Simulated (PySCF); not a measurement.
Al₂H₄O₄, SMILES [OH][Al]([OH])[Al]([OH])[OH].

Geometry: B3LYP-D3(BJ)/def2-SVP. The structure was generated by enumeration; whether it is a known compound was not checked. The values are those of a single conformer.

The numbers are results of C-PCM-B3LYP/def2-SVP (PySCF), not measurements.

The values are the electrostatic part of the solvation free energy, E(continuum) − E(gas) at the gas-phase geometry, in a cavity of scaled van der Waals radii (PySCF's table); cavitation and dispersion terms are not included. A continuum can't describe solvent molecules that bind to the metal. In vacuum the orbital gap is 6.99 eV. The dipole moment in vacuum is 0.00 D.

```json
[
 {"solvent": "water", "ε": "78.36", "ΔG(elec) (kcal/mol)": "-14.9", "dipole (D)": "0.00", "gap (eV)": "6.97"},
 {"solvent": "chloroform", "ε": "4.71", "ΔG(elec) (kcal/mol)": "-11.7", "dipole (D)": "0.00", "gap (eV)": "6.98"},
 {"solvent": "N,N-dimethylformamide", "ε": "37.22", "ΔG(elec) (kcal/mol)": "-14.7", "dipole (D)": "0.00", "gap (eV)": "6.98"}
]
```
